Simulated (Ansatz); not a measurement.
Cost and result for the atomization energy of C₃H₅FSSi (`C=C1S[Si]1(C)F`) (11 atoms, 11 bonds).

| atom | x (Å) | y (Å) | z (Å) |
| --- | --- | --- | --- |
| C1 | 2.1070 | 1.1678 | -0.0605 |
| C2 | 0.9467 | 0.6699 | -0.4539 |
| S3 | 0.3990 | -0.0131 | -2.0477 |
| Si4 | -0.7726 | 0.1745 | -0.3249 |
| C5 | -1.3962 | -1.2920 | 0.5980 |
| F6 | -1.8975 | 1.2998 | -0.3036 |
| H7 | 2.9676 | 1.2330 | -0.7179 |
| H8 | 2.2220 | 1.5346 | 0.9535 |
| H9 | -1.6652 | -1.0135 | 1.6195 |
| H10 | -2.2851 | -1.6975 | 0.1098 |
| H11 | -0.6259 | -2.0634 | 0.6278 |

The species carries charge 0 and has multiplicity 1. All single points use the PBE0-D4/def2-TZVP geometry. Program: Ansatz. All runs use 4 threads of a server CPU on a shared host. Times are those of one run each, without the atoms' runs, and a repeat can differ threefold. Electronic energies, without spin–orbit coupling; frozen cores. CCSD(T)/CBS adds CCSD(T) − MP2 in def2-TZVPP to the MP2 limit, and its time is that of the two runs behind it. T1 = 0.013; the RHF reference is unstable towards UHF. B3LYP takes the VWN-RPA correlation (the form of Gaussian; ORCA's B3LYP/G).

CCSD(T)/CBS is a level of theory with its own doubt, some kJ/mol a heavy atom from the limit and from the frozen cores, so smaller differences don't rank the functionals.

```csv
level,functions,wall time,atomization (kJ/mol),difference from CCSD(T)/CBS,per bond
LDA (SPW92)/def2-TZVPP,278,1.4 s,5150.1,676.5,61.5
PBE0-D4/def2-TZVPP,278,2.7 s,4508.4,34.8,3.2
BHLYP-D4/def2-TZVPP,278,2.9 s,4325.0,-148.6,-13.5
CAM-B3LYP-D4/def2-TZVPP,278,3.6 s,4473.7,0.1,0.0
B3LYP-D4/def2-TZVPP (with forces),278,4.8 s,4463.4,-10.2,-0.9
B97M-V/def2-TZVPP,278,6 s,4517.5,43.9,4.0
ωB97X-V/def2-TZVPP,278,6.5 s,4485.0,11.4,1.0
B2PLYP/def2-TZVPP,278,6.5 s,4423.8,-49.8,-4.5
CCSD(T)/def2-SVP,117,6.5 s,4186.1,-287.5,-26.1
ωB97M-V/def2-TZVPP (with forces),278,10 s,4492.9,19.3,1.8
MP2/def2-QZVPP,518,27 s,4536.5,62.9,5.7
CCSD(T)/def2-TZVPP,278,89 s,4348.0,-125.6,-11.4
CCSD(T)/CBS(def2),–,120 s,4473.6,0.0,0.0
```

Leaving LDA and LC-ωPBE aside and taking each functional with its dispersion term where it has one, the values, not all of them listed here, spread over 274.4 kJ/mol, from BHLYP-D4 to PBE-D4. LDA lies +579.3 kJ/mol from PBE without D4, its usual overbinding. In def2-TZVPP, CCSD(T) changes the Hartree–Fock value by +1086.8 kJ/mol (the triples alone add +82.9 kJ/mol) and MP2 by +1200.7 kJ/mol; breaking electron pairs costs correlation energy, which Hartree–Fock lacks. From r2SCAN to r2SCAN0 (25 % exact exchange), in def2-TZVPP and without D4, the atomization energy moves by −81.2 kJ/mol: exact exchange takes away binding that semilocal exchange gives to molecules.
